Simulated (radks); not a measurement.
Polarisabilities and homonuclear dispersion coefficients (atomic units). All-electron calculation, non-relativistic Kohn-Sham, PBE, spin-polarised, spherical densities, point nucleus; open shells are filled with parallel spins first (spin-orbit coupling, left out, can overturn this in heavy ions). Program: a radial shooting solver on a logarithmic mesh with Libxc functionals. Response by self-consistent Sternheimer equations with the Hartree and adiabatic LDA kernel. For heavy and open-shell atoms this level of theory can miss by tens of per cent. "Uncoupled" leaves out the induced potential. Quadrupole and octupole values are given only where no p, d or f shell is open. The Sternheimer factor gamma scales a distant field gradient at the nucleus by 1 - gamma.

species      configuration  alpha1 (bohr^3)  alpha1, uncoupled  alpha2 (bohr^5)  alpha3 (bohr^7)     C6      C8  Sternheimer gamma  recommended alpha1
Ti2+              [Ar] 3d2            5.335              6.624                -                -  15.84       -                  -                   -
In+          [Kr] 4d10 5s2            27.31              52.77            160.3             1712  189.5    6459              -17.1                   -
Ne                    [Ne]            3.104              3.535            9.991            68.97  7.488   117.5              -10.4    2.6611 +/- 3e-05
Sn+      [Kr] 4d10 5s2 5p1            28.97              50.30                -                -  227.0       -                  -                   -
P             [Ne] 3s2 3p3            27.75              41.52                -                -  205.0       -                  -            25 +/- 1
Ca                [Ar] 4s2            154.5              290.7             3481            80080   2105  240400               3.71         160.8 +/- 4
Ne2+          [He] 2s2 2p4           0.8700              1.080                -                -  1.105       -                  -                   -
Cl+           [Ne] 3s2 3p4            8.820              13.95                -                -  41.69       -                  -                   -
Sn2+         [Kr] 4d10 5s2            16.99              32.70            68.59            515.0  95.73    2318              -15.3                   -
Ar+           [Ne] 3s2 3p5            7.073              11.06                -                -  31.88       -                  -                   -

Recommended values: Schwerdtfeger and Nagle, table of static dipole polarisabilities (2023 update), measured or computed.

Beside tabulated values, note that relativity, absent from the non-relativistic runs, is large for the heavy elements.
